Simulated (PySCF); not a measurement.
Dipole response of Ti²⁺ (titanium, charge +2)

[Ar] 3d2, high-spin 3F determinant. All numbers are calculated (PySCF 2.14, the non-relativistic Hamiltonian (point nucleus), in aug-cc-pVTZ with one added diffuse shell each of s, p, d, f, g type (9s8p6d4f3g, 118 functions)). Coupled (time-dependent) response in atomic units; α is the mean over directions.

```csv
method,mean α (bohr³),C₆ (like pair),S(−4)
BP86,5.178,15.49,23.89
```

S(−4) is the Cauchy moment in α(ω) = α(0) + S(−4) ω² + …

α(iu) at BP86:

```csv
u (hartree),α(iu) (bohr³)
0,5.178
0.0500,5.119
0.100,4.959
0.200,4.479
0.300,3.982
0.500,3.213
0.750,2.569
1.00,2.107
1.50,1.474
2.00,1.072
3.00,0.6261
5.00,0.2826
```

For an ion, C₆ is the dispersion term alone; charge-induced terms of lower order in 1/R come first.
